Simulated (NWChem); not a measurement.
System: BaCl$_{2}$; SMILES [Cl][Ba][Cl]

NWChem input:

```
start job
memory heap 200 mb stack 900 mb global 1100 mb
geometry units angstroms noautoz
  Ba     0.000000     0.000000     0.408137
  Cl     2.422616     0.000000    -0.904436
  Cl    -2.422616     0.000000    -0.904436
end
basis spherical
  * library def2-svp
end
ecp
  Ba library def2-ecp
end
dft
  xc optx lyp
  iterations 150
  mulliken
end
task dft energy
```

Output (shortened):

```
             Northwest Computational Chemistry Package (NWChem) 7.3.0
             --------------------------------------------------------

 C2V symmetry detected

                             Geometry "geometry" -> ""
                             -------------------------

 Output coordinates in angstroms (scale by  1.889725989 to convert to a.u.)

  No.       Tag          Charge          X              Y              Z
 ---- ---------------- ---------- -------------- -------------- --------------
    1 Ba                  56.0000     0.00000000     0.00000000     0.49586091
    2 Cl                  17.0000     2.42261600     0.00000000    -0.81671209
    3 Cl                  17.0000    -2.42261600     0.00000000    -0.81671209

 Effective nuclear repulsion energy (a.u.)     397.2360361840

      Symmetry information
      --------------------

 Group name             C2v
 Group number             16
 Group order               4
 No. of unique centers     2

                                 NWChem DFT Module
                                 -----------------

 Summary of "ao basis" -> "ao basis" (spherical)
 ------------------------------------------------------------------------------
       Tag                 Description            Shells   Functions and Types
 ---------------- ------------------------------  ------  ---------------------
 Ba                         def2-svp                 9       23   4s3p2d
 Cl                         def2-svp                 8       18   4s3p1d

      Symmetry analysis of basis
      --------------------------

        a1         24
        a2          7
        b1         18
        b2         10

            General Information
            -------------------
          SCF calculation type: DFT
          Wavefunction type:  closed shell.
          No. of atoms     :     3
          No. of electrons :    44
           Alpha electrons :    22
            Beta electrons :    22
          Charge           :     0
          Spin multiplicity:     1
          Use of symmetry is: on ; symmetry adaption is: on
          Maximum number of iterations: 150
          AO basis - number of functions:    59
                     number of shells:    25
          Convergence on energy requested:  1.00D-06
          Convergence on density requested:  1.00D-05
          Convergence on gradient requested:  5.00D-04

              XC Information
              --------------
                        Slater Exchange Functional  1.052 local
                      OPTX     Exchange Functional  1.432 non-local
              Lee-Yang-Parr Correlation Functional  1.000

             Grid Information
             ----------------
          Grid used for XC integration:  medium
          Radial quadrature: Mura-Knowles
          Angular quadrature: Lebedev.
          Tag              B.-S. Rad. Rad. Pts. Rad. Cut. Ang. Pts.
          ---              ---------- --------- --------- ---------
          Ba                  2.15      123          12.0       590
          Cl                  1.00       88          11.0       590
          Grid pruning is: on
          Number of quadrature shells:   211
          Spatial weights used:  Erf1

      Superposition of Atomic Density Guess
      -------------------------------------

 Sum of atomic energies:        -946.13101816

      Non-variational initial energy
      ------------------------------

 Total energy =    -943.732125
 1-e energy   =   -1503.298742
 2-e energy   =     462.704493
 HOMO         =      -0.440511
 LUMO         =      -0.110954

      Symmetry analysis of molecular orbitals - initial
      -------------------------------------------------

  Numbering of irreducible representations:

     1 a1          2 a2          3 b1          4 b2

  Orbital symmetries:

     1 b1          2 a1          3 a1          4 b1          5 a1
     6 b1          7 a1          8 a2          9 b2         10 b1
    11 a1         12 b1         13 a1         14 a1         15 b2
    16 b1         17 a1         18 a2         19 b1         20 a1
    21 b2         22 b1         23 a1         24 b2         25 a1
    26 b1         27 b2         28 a1         29 a2         30 a1
    31 b1         32 a1

     ---------------------------------------------
      Total Density - Mulliken Population Analysis
     ---------------------------------------------

    Atom       Charge   Shell Charges
 -----------   ------   -------------------------------------------------------
    1 Ba  10     8.45   0.27  1.71  0.16 -0.02  5.02  0.98  0.05  0.20  0.07
    2 Cl  17    17.78   2.00  1.99  1.24  0.74  5.95  2.27  3.59  0.00
    3 Cl  17    17.78   2.00  1.99  1.24  0.74  5.95  2.27  3.59  0.00

   convergence    iter        energy       DeltaE   RMS-Dens  Diis-err
 ---------------- ----- ----------------- --------- --------- ---------
 d= 0,ls=0.0,diis     1   -945.7290346751 -1.04D+03  4.31D-02  3.72D-01
 d= 0,ls=0.0,diis     2   -945.2826606276  4.46D-01  3.02D-02  2.82D+00
 d= 0,ls=0.0,diis     3   -945.8069109605 -5.24D-01  9.16D-04  1.25D-03
 d= 0,ls=0.0,diis     4   -945.8070674379 -1.56D-04  2.85D-04  4.40D-04
 d= 0,ls=0.0,diis     5   -945.8071414980 -7.41D-05  6.05D-05  1.38D-05
  Resetting Diis
 d= 0,ls=0.0,diis     6   -945.8071439721 -2.47D-06  1.33D-05  3.46D-07
 d= 0,ls=0.0,diis     7   -945.8071440387 -6.66D-08  5.77D-06  1.71D-08

         Total DFT energy =     -945.807144038700
      One electron energy =    -1508.718606845433
           Coulomb energy =      526.456597671163
    Exchange-Corr. energy =      -60.407258763167
 Nuclear repulsion energy =       96.862123898736

 Numeric. integr. density =       43.999999526245

                  Occupations of the irreducible representations
                  ----------------------------------------------

                     irrep           alpha         beta
                     --------     --------     --------
                     a1                9.0          9.0
                     a2                2.0          2.0
                     b1                8.0          8.0
                     b2                3.0          3.0

                       DFT Final Molecular Orbital Analysis
                       ------------------------------------

 Vector   20  Occ=2.000000D+00  E=-2.263243D-01  Symmetry=a1
              MO Center=  2.5D-14,  1.3D-15, -7.8D-01, r^2= 6.9D+00
   Bfn.  Coefficient  Atom+Function         Bfn.  Coefficient  Atom+Function
  ----- ------------  ---------------      ----- ------------  ---------------
    34      0.316791  2 Cl px                52     -0.316791  3 Cl px
    36      0.290949  2 Cl pz                54      0.290949  3 Cl pz
    31      0.229361  2 Cl px                49     -0.229361  3 Cl px
    33      0.221951  2 Cl pz                51      0.221951  3 Cl pz
    28      0.134655  2 Cl px                46     -0.134655  3 Cl px

 Vector   21  Occ=2.000000D+00  E=-2.246115D-01  Symmetry=b2
              MO Center=  4.4D-13, -8.6D-16, -7.9D-01, r^2= 6.9D+00
   Bfn.  Coefficient  Atom+Function         Bfn.  Coefficient  Atom+Function
  ----- ------------  ---------------      ----- ------------  ---------------
    35      0.446007  2 Cl py                53      0.446007  3 Cl py
    32      0.321223  2 Cl py                50      0.321223  3 Cl py
    29      0.188787  2 Cl py                47      0.188787  3 Cl py
    12      0.118553  1 Ba py                15     -0.096943  1 Ba d -1
     6     -0.072077  1 Ba py                20     -0.042886  1 Ba d -1

 Vector   22  Occ=2.000000D+00  E=-2.186374D-01  Symmetry=b1
              MO Center=  2.4D-13, -3.2D-16, -7.9D-01, r^2= 7.1D+00
   Bfn.  Coefficient  Atom+Function         Bfn.  Coefficient  Atom+Function
  ----- ------------  ---------------      ----- ------------  ---------------
    36      0.465501  2 Cl pz                54     -0.465501  3 Cl pz
    33      0.327739  2 Cl pz                51     -0.327739  3 Cl pz
    30      0.193086  2 Cl pz                48     -0.193086  3 Cl pz
     5     -0.137237  1 Ba px                22     -0.092216  1 Ba d  1
    11      0.041399  1 Ba px                 8     -0.038042  1 Ba px

 Vector   23  Occ=0.000000D+00  E=-1.009769D-01  Symmetry=a1
              MO Center= -4.0D-15, -4.8D-15,  1.5D+00, r^2= 7.1D+00
   Bfn.  Coefficient  Atom+Function         Bfn.  Coefficient  Atom+Function
  ----- ------------  ---------------      ----- ------------  ---------------
     3      0.646417  1 Ba s                  2     -0.459499  1 Ba s
     4      0.366280  1 Ba s                 13      0.365999  1 Ba pz
    18     -0.329737  1 Ba d  2               7     -0.108325  1 Ba pz
     1      0.094370  1 Ba s                 23     -0.087877  1 Ba d  2
    16      0.062029  1 Ba d  0              34      0.047331  2 Cl px

 Vector   24  Occ=0.000000D+00  E=-6.499371D-02  Symmetry=b2
              MO Center= -1.8D-14,  7.0D-14,  1.2D+00, r^2= 5.9D+00
   Bfn.  Coefficient  Atom+Function         Bfn.  Coefficient  Atom+Function
  ----- ------------  ---------------      ----- ------------  ---------------
    15      0.716339  1 Ba d -1              12      0.504908  1 Ba py
    20      0.278764  1 Ba d -1               6     -0.119070  1 Ba py
     9     -0.068567  1 Ba py                35      0.049745  2 Cl py
    53      0.049745  3 Cl py                32      0.026687  2 Cl py
    50      0.026687  3 Cl py

[...]
```

Level: OLYP/def2-SVP with def2 effective core potentials on Ba. Structure relaxed at the PBE-D3(BJ)/def2-SVP level. def2 effective core potentials on Ba; no spin-orbit coupling.
